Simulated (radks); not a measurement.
Results of a calculation; reference values are marked as such.
Task: The arsenic ion As3+, [Ar] 3d10 4s2. Level of theory: non-relativistic Kohn-Sham, exchange-only LDA, spin-polarised, spherical densities, point nucleus (a radial shooting solver on a logarithmic mesh with Libxc functionals). Every spin shell is full or empty, so the densities are truly spherical. Functionals are evaluated on that one density, not self-consistently. Rank these orbital-free kinetic functionals by their error against the exact value of the orbitals, and give that value: Thomas-Fermi, von Weizsacker, TF + vW, LC94, APBEK, revAPBEK, Perdew 92, Thakkar, Pearson, LKT, PG1.

Result: Exact: 2227.67 hartree. From best to worst, with 100 (|E| - |E exact|)/|E exact| (equal figures are ties): LC94 -0.04, APBEK +0.04, revAPBEK +0.27, Thakkar -0.52, Perdew 92 -0.79, Pearson -1.18, Thomas-Fermi -6.11, PG1 +17.82, LKT +22.52, TF + vW +41.68, von Weizsacker -52.21.
